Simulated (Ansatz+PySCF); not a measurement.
The numbers below are computed, except where a source is named.
**Several solutions for singlet H₄**

```xyz
4

H     0.8697    0.0000    0.0000
H     0.0000    0.8697    0.0000
H    -0.8697    0.0000    0.0000
H     0.0000   -0.8697    0.0000
```

Basis set: cc-pVDZ (spherical functions). Charge 0, multiplicity 1.

RHF was run from several starts with Ansatz (development build ahead of 0.2.0) and PySCF 2.14.0.

```tsv
run	program	start	converged	energy (hartree)	<S²>
A	Ansatz	search for the lowest state	yes	-1.95224	0.00
B	PySCF	guess minao, instabilities followed	yes	-1.95224	0.00
C	PySCF	guess atom, instabilities followed	yes	-1.95224	0.00
D	PySCF	guess 1e, instabilities followed	yes	-1.95224	0.00
E	PySCF	program defaults	yes	-1.92294	0.00
F	Ansatz	atomic start, no search	yes	-1.95224	0.00
G	PySCF	guess huckel, instabilities followed	yes	-1.95224	0.00
H	Ansatz	stability test followed	yes	-1.95224	0.00
```

Task: Which runs reached the lowest solution of this kind, and what is wrong with the others?

Result: A, B, C, D, F, G, H reached the lowest solution found. Converged but too high: E by 0.80 eV. Convergence only shows a stationary point, and even a stable one can lie too high; stability tests and further starts are what find lower ones. Caution: an unrestricted determinant lies well below (2.67 eV lower). Caution: the determinant breaks the point group.
